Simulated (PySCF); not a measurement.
Al(OMe)2(OEt), SMILES CC[O][Al]([O]C)[O]C (C₄H₁₁AlO₃), singlet (GFN2-xTB optimised geometry):

```
19

Al     0.352     0.235     0.000
O      2.012     0.235     0.000
C      3.237     0.909    -0.002
H      3.099     1.992     0.005
H      3.808     0.621     0.885
H      3.801     0.630    -0.896
O     -0.463    -1.210     0.001
C     -0.444    -2.608     0.001
H     -0.954    -2.976     0.896
H     -0.969    -2.976    -0.885
H      0.576    -2.997    -0.007
O     -0.460     1.681     0.000
C     -1.694     2.338    -0.007
C     -2.864     1.368    -0.049
H     -1.755     2.959     0.896
H     -1.723     2.997    -0.884
H     -2.822     0.714     0.818
H     -3.808     1.908    -0.053
H     -2.792     0.754    -0.943
```

Computed with CAM-B3LYP/def2-SVP run with PySCF 2.14.0.

What are the frontier orbital energies and the dipole moment?

HOMO-2 -9.02 eV, HOMO-1 -8.97 eV, HOMO -8.97 eV, LUMO 1.26 eV, LUMO+1 2.30 eV; dipole moment 0.16 D.

On the same geometry PySCF with PBE/def2-SVP gives HOMO-2 -6.00 eV, HOMO-1 -5.97 eV, HOMO -5.95 eV, LUMO -0.54 eV, LUMO+1 0.56 eV; dipole moment 0.14 D.

Meta-Löwdin charges at CAM-B3LYP/def2-SVP: Al1 1.17, O2 -0.62, C3 -0.04, H4 0.09, H5 0.09, H6 0.09, O7 -0.62, C8 -0.04, H9 0.09, H10 0.09, H11 0.09, O12 -0.62, C13 0.07, C14 -0.29, H15 0.08, H16 0.08, H17 0.10, H18 0.10, H19 0.10.
